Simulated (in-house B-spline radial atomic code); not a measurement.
**OLYP excitations of the nitrogen ion N⁵⁺**

Method: OLYP. Computed with an all-electron radial atomic-structure program (B-spline basis): linear response of the closed shell 1s2 with the functional's adiabatic kernel; non-relativistic, point nucleus, no spin-orbit coupling, no double excitations, S, P, D and F terms only.

Command:
```bash
python run_td.py task.json out
```
Settings (radii: box in bohr, nucleus in fm):
```
Z                        7
electrons                2
configuration            1s2
hamiltonian              nr
method                   optx,lyp
box_radius               16.35
intervals                47
```

Run time, properties included: 0.1 s on 1 thread of Arm Neoverse N1, with other jobs on the host.

The lowest states, in the order of their Tamm-Dancoff energies; the method's threshold (minus the highest occupied level) is 511.73 eV. Labels give the largest channel, * marks a mixed state, and oscillator strengths are full-response dipole values. Semilocal kernels can invert the small singlet-triplet splittings of Rydberg terms. Energies in eV:

| state | full response | Tamm-Dancoff | oscillator strength |
| --- | --- | --- | --- |
| 1s → 2s 3S | 397.99 | 398.02 | - |
| 1s → 2p 3P | ? | ? | - |
| 1s → 2s 1S | 407.59 | 407.73 | - |
| 1s → 2p 1P | ? | ? | ? |
| 1s → 3s 3S | 467.96 | 467.97 | - |
| 1s → 3s 1S | 469.82 | 469.85 | - |
| 1s → 3p 3P | 470.44 | 470.45 | - |
| 1s → 3d 3D | 470.93 | 470.93 | - |
| 1s → 3d 1D | 471.77 | 471.77 | - |
| 1s → 3p 1P | 471.81 | 471.82 | 0.115 |

(1) Where does 1s → 2p 3P lie?

(2) Where does 1s → 2p 1P lie?

(3) How large is the singlet-triplet splitting of 1s → 2s (S terms) in Tamm-Dancoff?

(4) What polarisabilities and dispersion coefficient does the method give?

## Answers

(1) At 406.26 eV in full response, 406.31 eV in Tamm-Dancoff.

(2) At 413.90 eV in full response, 413.95 eV in Tamm-Dancoff, oscillator strength 0.579.

(3) 9.71 eV, from the unrounded values.

(4) Dipole 0.004784 bohr³, quadrupole 0.0004113 bohr⁵, C6 0.0003127 hartree·bohr⁶ for two such species.
